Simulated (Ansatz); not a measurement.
Consider the β-hydride elimination: `CC[Se]C=N` → `N=C[SeH]` + `C=C`.

Gas-phase electronic energies from Ansatz, PBE0-D4/def2-TZVP geometries. CCSD(T)/CBS adds triple-zeta CCSD(T) − MP2 to the extrapolated MP2 energy (def2 sets, frozen cores). This one scheme is used for every species. DFT in def2-TZVPP. For Se outer-core shells are correlated without core-valence functions, which leaves a few kJ/mol of doubt a bond. Scalar relativity is left out up to krypton. One conformer a species, not always the lowest.

`CC[Se]C=N`:

Z-matrix (Å, degrees):
```
C
C 1 1.513
H 1 1.091 2 111.1
H 1 1.094 2 110.3 3 120.1
H 1 1.092 2 111.4 3 -120.1
Se 2 1.954 1 113.7 3 58.7
H 2 1.091 1 111.8 3 -59.5
H 2 1.092 1 112.3 3 -180.0
C 6 1.910 2 97.1 1 78.9
N 9 1.257 6 128.2 2 -174.3
H 9 1.094 6 112.5 2 6.9
H 10 1.020 9 113.2 6 1.5
```

`N=C[SeH]`:

```xyz
6

N     0.412   -0.309    1.329
C     0.163    0.010    0.139
Se   -1.559   -0.346   -0.588
H     1.366   -0.062    1.586
H     0.852    0.490   -0.562
H    -1.233    0.217   -1.904
```

`C=C`:

```xyz
6

C     0.370    0.377    0.399
C    -0.370   -0.377   -0.399
H     0.267    1.456    0.419
H     1.109   -0.054    1.065
H    -0.267   -1.456   -0.418
H    -1.109    0.054   -1.065
```

```json
{"species": "`CC[Se]C=N`", "PBE energy (Eh)": "-2574.29855"}
{"species": "`N=C[SeH]`", "PBE energy (Eh)": "-2495.75197"}
{"species": "`C=C`", "PBE energy (Eh)": "-78.50160"}
```

Q: Work out ΔE.

A: ΔE = (-2495.75197) + (-78.50160) − (-2574.29855) = 0.04498 Eh = +1.22 eV. CCSD(T)/CBS gives +1.22 eV.

Largest T1 diagnostic among the species: 0.012.

From PBE to PBE0 (25 % exact exchange), in def2-TZVPP and without D4, ΔE moves by +0.07 eV. The D4 term adds +0.17 eV with B3LYP and +0.09 eV with PBE0; it sums over pairs of atoms, weighted by their polarisabilities, and B3LYP, whose exchange is more repulsive, gets the larger term.

B3LYP here is the variant with VWN-RPA as its local correlation; programs differ in this.
